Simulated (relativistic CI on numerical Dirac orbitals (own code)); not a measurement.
## How well does a small relativistic CI reproduce Ti VI?

Computed by Dirac-Coulomb-Breit CI, KLI orbitals optimised for each configuration, model QED (radiative potential, 1s self-energy scaled to tabulated hydrogen-like ionisation energies), valence Slater integrals scaled by 0.9, configuration energies shifted to the measured levels that pair with them (semi-empirical) (own radial code, finite nucleus).

Configuration list (outside the closed core [Ne]): 3s2 3p5, 3s 3p6, 3s2 3p4 3d, 3s2 3p4 4s, 3s2 3p4 4d, 3s2 3p4 5s, 3s2 3p4 5d, 3s2 3p3 3d2, 3s 3p5 3d, 3p5 3d2, 3s2 3p4 4p, 3p6 3d, 3s 3p4 3d2, 3s2 3p4 4f, 3s2 3p4 5p, 3s 3p5 4s, 3s2 3p4 5f, 3s2 3p4 5g, 3s 3p5 4p, 3s2 3p3 3d 4s, 3s 3p5 4d, 3s2 3p3 3d 4p, 3s 3p5 4f, 3s 3p5 5s, 3s 3p5 5p, 3s 3p5 5d, 3s 3p5 5f, 3s 3p5 5g, 3p6 4s, 3s 3p4 3d 4s. Levels of other configurations are missing.

| Configuration | Term (tabulated) | J | Measured (cm⁻¹) | Computed | Error | Purity (%) |
| --- | --- | --- | --- | --- | --- | --- |
| 3s2 3p5 | 2P° | 3/2 | 0.0 | 0 | 0 | 97 |
| 3s2 3p5 | 2P° | 1/2 | 5829.0 | 5797 | -32 | 97 |
| 3s 3p6 | 2S | 1/2 | 196628.0 | 196599 | -29 | 73 |
| 3s2 3p4 3d | 2P | 1/2 | 288412.0 | 286571 | -1841 | 96 |
| 3s2 3p4 3d | 2P | 3/2 | 291890.0 | 290036 | -1854 | 80 |
| 3s2 3p4 3d | 2D | 3/2 | 298991.0 | 297061 | -1930 | 84 |
| 3s2 3p4 3d | 4P | 1/2 | 301417.0 | 294872 | -6545 | 97 |
| 3s2 3p4 3d | 2D | 5/2 | 302386.0 | 300058 | -2328 | 95 |
| 3s2 3p4 3d | 2D | 3/2 | 352625.0 | 353078 | 453 | 97 |
| 3s2 3p4 3d | 2D | 5/2 | 354340.0 | 354340 | 0 | 96 |
| 3s2 3p4 3d | 2P | 3/2 | 391583.0 | 399313 | 7730 | 94 |
| 3s2 3p4 3d | 2P | 1/2 | 393644.0 | 401497 | 7853 | 98 |
| 3s2 3p4 3d | 2D | 5/2 | 399231.0 | 404101 | 4870 | 97 |
| 3s2 3p4 3d | 2D | 3/2 | 404123.0 | 409190 | 5067 | 93 |
| 3s2 3p4 4s | 4P | 5/2 | 492126.0 | 491853 | -273 | 96 |
| 3s2 3p4 4s | 4P | 3/2 | 495380.0 | 495122 | -258 | 92 |
| 3s2 3p4 4s | 4P | 1/2 | 497389.0 | 497152 | -237 | 96 |
| 3s2 3p4 4s | 2P | 3/2 | 502571.0 | 502554 | -17 | 90 |
| 3s2 3p4 4s | 2P | 1/2 | 506432.0 | 506451 | 19 | 96 |
| 3s2 3p4 4s | 2D | 5/2 | 518797.0 | 519541 | 744 | 96 |
| 3s2 3p4 4s | 2D | 3/2 | 518914.0 | 519658 | 744 | 95 |
| 3s2 3p4 4s | 2S | 1/2 | 548995.0 | 553249 | 4254 | 95 |
| 3s2 3p4 4d | 2D | 3/2 | 651960.0 | 651197 | -763 | 61 |
| 3s2 3p4 4d | 4F | 5/2 | 653766.0 | 653005 | -761 | 67 |
| 3s2 3p4 4d | 2P | 3/2 | 658339.0 | 658074 | -265 | 88 |
| 3s2 3p4 4d | 2S | 1/2 | 668630.0 | 668630 | 0 | 93 |
| 3s2 3p4 4d | 2P | 3/2 | 671096.0 | 671154 | 58 | 95 |
| 3s2 3p4 4d | 2D | 3/2 | 675207.0 | 675550 | 343 | 98 |
| 3s2 3p4 4d | 2D | 3/2 | 704270.0 | 707583 | 3313 | 96 |
| 3s2 3p4 5s | 4P | 3/2 | 708652.0 | 708509 | -143 | 56 |
| 3s2 3p4 5s | 2P | 3/2 | 712034.0 | 711929 | -105 | 56 |
| 3s2 3p4 5s | 2P | 1/2 | 714742.0 | 714848 | 106 | 94 |
| 3s2 3p4 5s | 2D | 3/2 | 731453.0 | 732438 | 985 | 97 |
| 3s2 3p4 5d | 2D | 5/2 | 773702.0 | 774157 | 455 | 60 |
| 3s2 3p4 5d | 4F | 5/2 | 778513.0 | 778060 | -453 | 61 |

Measured levels from Corliss and Sugar, J. Phys. Chem. Ref. Data 8, 1 (1979); pairs were made by configuration, J and term (by order where the table uses no LS term), so strongly mixed levels may be paired wrongly.

Mean error by configuration (cm⁻¹): 3s2 3p5 -32; 3s 3p6 -29; 3s2 3p4 3d 1043; 3s2 3p4 4s 622; 3s2 3p4 4d 275; 3s2 3p4 5s 211; 3s2 3p4 5d 1. Over the excited levels the mean absolute error is 1613 cm⁻¹ (34 of the 42 excited levels that our extract of the source holds in range could be paired, and the others can miss by more), and the median relative error of those above 1,000 cm⁻¹ is 0.12 %, both after the shifts were fitted to these levels, so that a configuration with one level shows no error.

Configurations whose levels could be paired with our table of measured levels were shifted onto them, all but the ground configuration, by the median error of their levels; single terms can still be off by 1,000 to 2,000 cm⁻¹ or more, and rates follow the energies as ν³ (E1, M1) or ν⁵ (E2). The others borrow a shift and can be off by several thousand cm⁻¹ or more. 34 of the 42 excited levels that our extract of the measured tables holds in this range could be paired (the sources list more); they are missed by 1613 cm⁻¹ on average and 7853 at most, after the shifts were fitted to these levels, and levels without a partner can miss by more.

Shifts applied (cm⁻¹): 3s2 3p5 0; 3s 3p6 -8492; 3s2 3p4 3d -15917; 3s2 3p4 4s -15119; 3s2 3p4 4d -27835; 3s2 3p4 5s -26306; 3s2 3p4 5d -26260.
